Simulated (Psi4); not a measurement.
silicon monoxide (OSi), singlet, at a GFN2-xTB geometry; CAM-B3LYP/6-31G** in Psi4 1.11.

Psi4 was given this input:
```
memory 2 GB

molecule {
0 1
Si   -0.00000000   -0.00000000   -0.54858264
O     0.00000000    0.00000000    0.96001962
}

set {
  basis 6-31g**
  scf_type cd
}

energy('cam-b3lyp')
print_variables()
```

Output, abridged:

```
   => Loading Basis Set <=

    Name: 6-31G**
    Role: ORBITAL
    Keyword: BASIS

Traceback (most recent call last):
  File "psi4", line 375, in <module>
  File "<string>", line 23, in <module>
  File "site-packages/psi4/driver/driver.py", line 533, in energy
  File "site-packages/psi4/driver/procrouting/proc.py", line 2760, in run_scf
  File "site-packages/psi4/driver/procrouting/proc.py", line 1939, in scf_helper
  File "site-packages/psi4/driver/procrouting/proc.py", line 1433, in scf_wavefunction_factory
  File "site-packages/psi4/driver/procrouting/proc.py", line 1397, in build_functional_and_disp
  File "site-packages/psi4/driver/procrouting/dft/superfunctionals.py", line 135, in build_superfunctional

psi4.driver.p4util.exceptions.ValidationError: SCF: SCF_TYPE (CD) not supported for range-separated functionals, plese use SCF_TYPE = 'DF' to automatically select the correct JK build.

Printing out the relevant lines from the Psithon --> Python processed input file:
    O     0.00000000    0.00000000    0.96001962
    """)
    core.IO.set_default_namespace("")
    core.set_global_option("BASIS", "6-31g**")
    core.set_global_option("SCF_TYPE", "cd")
--> energy('cam-b3lyp')
    print_variables()

!----------------------------------------------------------------------------------!
!                                                                                  !
!  SCF: SCF_TYPE (CD) not supported for range-separated functionals, plese use     !
!     SCF_TYPE = 'DF' to automatically select the correct JK build.                !
!                                                                                  !
!----------------------------------------------------------------------------------!
```

The program refused the input.
